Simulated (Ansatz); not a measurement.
CH7BFInOSi, SMILES `B[O][In]([F])[CH2][SiH3]`, 13 atoms. The species carries charge 0 and has multiplicity 1. Correlated methods include outer-core shells of In, which these sets cover unevenly. In takes the def2 core potential. All runs use 2 threads of an AMD EPYC 7R13 on a shared host and a share of an NVIDIA H100 80 GB. Correlated methods freeze the cores.

Give the basis size and wall time and peak host memory of each of these runs in Ansatz. RKS PBE-QIDH (frozen core)/def2-TZVPP energy; RKS PBE0-D4/def2-TZVPP energy; RKS r2SCAN-D4/def2-TZVPP energy and forces; RHF-CCSD(T)/def2-TZVPP energy; RHF-CCSD(T)/def2-SVP energy; RHF-MP2/def2-QZVPP energy; RKS HSE06 (plane-wave form)-D4/def2-TZVPP energy; RKS PBE0-D4/def2-TZVP relaxation (57 steps). (An estimate is asked.)

The calculation gave: Other jobs shared the machine, so times are rough.

| level | job | functions | wall time | peak host memory (GiB) |
| --- | --- | --- | --- | --- |
| RKS PBE0-D4/def2-TZVPP | energy | 314 | 4.4 s | 0.85 |
| RHF-CCSD(T)/def2-SVP | energy | 135 | 6.5 s | 0.78 |
| RKS HSE06 (plane-wave form)-D4/def2-TZVPP | energy | 314 | 7 s | 0.86 |
| RKS PBE-QIDH (frozen core)/def2-TZVPP | energy | 314 | 7.5 s | 1.4 |
| RKS r2SCAN-D4/def2-TZVPP | energy and forces | 314 | 8.5 s | 0.88 |
| RHF-MP2/def2-QZVPP | energy | 590 | 9.5 s | 1.1 |
| RHF-CCSD(T)/def2-TZVPP | energy | 314 | 18 s | 0.86 |
| RKS PBE0-D4/def2-TZVP | relaxation (57 steps) | 253 | 2.3 min | 0.95 |
